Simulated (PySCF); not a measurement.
# Excitation energy of As by level of theory

As [Ar] 3d10 4s2 4p3 (4S) → As [Ar] 3d10 4s1 4p3 4d1 (6D), as a difference of total energies. Calculation: PySCF 2.14, in aug-cc-pwCVDZ-PP with ECP10MDF (6s5p4d1f, 48 functions); a scalar-relativistic core potential. Correlated levels: valence: 3s2 3p6 3d10 frozen. The calculations carry no spin-orbit coupling.

| method | excitation energy (eV) |
| --- | --- |
| UHF | 13.764 |
| MP2 (valence) | 14.975 |
| SCS-MP2 (valence) | 15.214 |
| CCSD (valence) | 15.220 |
| CCSD(T) (valence) | 15.255 |

Q: How much does correlation contribute at CCSD(T) (valence)?

A: 15.255 − (13.764) = 1.491 eV, measured against UHF.

The upper state lies above the first ionisation limit, but in LS coupling its spin forbids autoionisation to the ground ion.

The promoted electron is Rydberg-like, and one or two diffuse shells describe it only roughly, which tends to raise the upper state.
